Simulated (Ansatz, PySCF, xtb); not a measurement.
Potential energy curve for C2, singlet.

- GFN1-xTB (xtb)
- RKS-B3LYP = restricted B3LYP/cc-pVTZ run with PySCF 2.14.0
- RHF/STO-3G = restricted Hartree-Fock/STO-3G run with PySCF
- RKS-PBE = restricted PBE/cc-pVTZ (Ansatz, an electronic-structure program)
- RHF/6-31G* = PySCF with restricted Hartree-Fock/6-31G*, spherical d

Energies are in eV, each relative to the lowest point of its own curve near equilibrium.

| R / Å | GFN1-xTB | RKS-B3LYP | RHF/STO-3G | RKS-PBE | RHF/6-31G* |
|---|---|---|---|---|---|
| 0.92 | 6.666 | 8.646 | 10.111 | 8.969 | 8.984 |
| 1.00 | 2.500 | 4.092 | 4.717 | 4.315 | 4.237 |
| 1.08 | 0.548 | 1.561 | 1.714 | 1.698 | 1.602 |
| 1.12 | 0.134 | 0.827 | 0.856 | 0.926 | 0.841 |
| 1.18 | 0.000 | 0.203 | 0.156 | 0.251 | 0.198 |
| 1.21 | 0.100 | 0.058 | 0.016 | 0.085 | 0.052 |
| 1.25 | 0.363 | 0.000 | 0.000 | 0.000 | 0.000 |
| 1.26 | 0.448 | 0.006 | 0.022 | 0.000 | 0.008 |
| 1.33 | 1.204 | 0.224 | 0.406 | 0.182 | 0.253 |
| 1.35 | 1.460 | 0.332 | 0.575 | 0.282 | 0.370 |
| 1.44 | 2.738 | 0.977 | 1.557 | 0.898 | 1.069 |
| 1.54 | 4.260 | 1.857 | 2.891 | 1.621 | 2.021 |
| 1.70 | 6.184 | 3.307 | 5.147 | 2.465 | 3.613 |
| 1.88 | 7.650 | 4.741 | 7.491 | 3.420 | 5.252 |
| 2.04 | 8.891 | 5.773 | 9.263 | 4.246 | 6.513 |
| 2.21 | 10.038 | 6.640 | 10.812 | 5.046 | 7.664 |
| 2.49 | 11.472 | 7.673 | 12.716 | 6.152 | 9.206 |
| 2.73 | 12.307 | 8.283 | 13.858 | 6.894 | 10.245 |
| 3.08 | 13.040 | 8.881 | 14.976 | 7.691 | 11.392 |
| 3.32 | 13.313 | 9.157 | 15.495 | 8.083 | 11.982 |
| 3.71 | 13.527 | 9.461 | 16.084 | 8.527 | 12.691 |
| 4.38 | 13.597 | 9.744 | 16.723 | 8.939 | 13.456 |
| 4.94 | 13.602 | 9.867 | 17.091 | 9.103 | 13.860 |

At the longest distance, 4.94 Å, RHF/STO-3G lies highest above its minimum (17.091 eV) and RKS-PBE lowest (9.103 eV).

The restricted form behind RKS-B3LYP, RHF/STO-3G, RKS-PBE, RHF/6-31G* keeps the bonding electrons paired and can't separate into open-shell fragments.
